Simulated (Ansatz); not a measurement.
A run for Ansatz (an electronic-structure program): R-BLYP/def2-TZVPPD on H4OSi (SMILES O[SiH3]) with ghost functions. Files ending in .json are basis or fitting sets from the Basis Set Exchange.

Ansatz 0.2 input:
```yaml
crystal:
  periodic: [false, false, false]
  atoms:
    - {symbol: O, position_ang: [0.66342640, 0.15262200, 3.24847556]}
    - {symbol: Si, position_ang: [-0.53798804, -0.89345540, 3.64609395]}
    - {symbol: H, position_ang: [0.68346707, 0.50457038, 2.34727139]}
    - {symbol: H, position_ang: [-1.88665240, -0.28611702, 3.49679748]}
    - {symbol: H, position_ang: [-0.32687563, -1.26234895, 5.06210685]}
    - {symbol: H, position_ang: [-0.51198889, -2.12471476, 2.81342671]}
basis:
  gaussian:
    orbitals: def2-TZVPPD.json
    ghost_atoms:
      - {symbol: C, position_ang: [0.57626914, 1.53751556, -0.61857918]}
      - {symbol: N, position_ang: [0.60171230, 1.15179999, 0.45781194]}
      - {symbol: H, position_ang: [0.55289692, 1.89771196, -1.62295007]}
hamiltonian:
  xc: {name: BLYP}
scf: {lower_state_search: off}
```

The head of its log:

```
WARN ansatz: RAYON_NUM_THREADS=1 ignored (pool sized by the plan → 1); use --threads N
Functional definition: BLYP
these checks for a lower state are left out or cut short: stability, starts, cluster_reference, orbital_swaps, neighbouring_geometries, increment
integrals: 0.15 GiB planned
1110 factors; their error is unknown
mean field: 1.08 GiB planned
mean field evaluation 1: about -9984.6265 eV, gradient 6.5e1 eV
mean field evaluation 2: about -9944.7699 eV, gradient 1.5e2 eV
```

**Question.** Predict the final total energy.

**Answer.** -367.1783 hartree.
